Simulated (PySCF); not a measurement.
# Radial density of H (hydrogen, neutral)

BHandHLYP, 1s1, 2S determinant. Calculation: PySCF 2.14, in aug-cc-pVTZ-DK (4s3p2d, 23 functions); scalar relativity by spin-free X2C-1e.

```csv
r (bohr),4πr²ρ (e/bohr),4πr²(ρα − ρβ)
0.0275,0.002766,0.0028
0.0463,0.007711,0.0077
0.0778,0.02098,0.0210
0.131,0.05391,0.0539
0.220,0.1260,0.1260
0.370,0.2639,0.2639
0.623,0.4449,0.4449
1.05,0.5349,0.5349
1.76,0.3595,0.3595
2.96,0.09608,0.0961
4.99,0.006032,0.0060
8.39,2.928e-05,0.0000
```

Densities and radii are taken from the X2C orbitals without a picture-change correction, which distorts them close to the nucleus.

For one electron the Hartree and exchange-correlation energies should cancel; what remains is the self-interaction error.
